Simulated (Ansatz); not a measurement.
GeH5N (SMILES [NH2][GeH3]) moved off its minimum; all values from Ansatz (an electronic-structure program), cores frozen in correlated methods.
(charge 0, multiplicity 1)
```xyz
7

Ge    -0.22405     0.03734     0.05061
N      1.53975    -0.12132    -0.18438
H     -1.07638    -0.90866    -1.08808
H     -0.62536     1.56980    -0.22102
H     -0.96052    -0.30313     1.49792
H      1.96665    -1.07670    -0.02902
H      1.96860     0.47140     0.33652
```

Problem. Give the forces (eV/Å), the total energy and the dipole at CCSD(T)/cc-pVTZ.

Solution. 
| atom | Fx | Fy | Fz |
|---|---|---|---|
| Ge1 | -3.896 | -0.273 | -0.409 |
| N2 | -1.573 | -6.494 | -3.764 |
| H3 | 1.115 | 0.991 | 1.266 |
| H4 | 0.399 | -0.831 | 0.118 |
| H5 | 0.886 | 0.130 | -1.061 |
| H6 | -0.840 | 1.629 | -0.293 |
| H7 | 3.908 | 4.848 | 4.144 |
Energy -2133.1512 hartree, dipole 1.69 D.
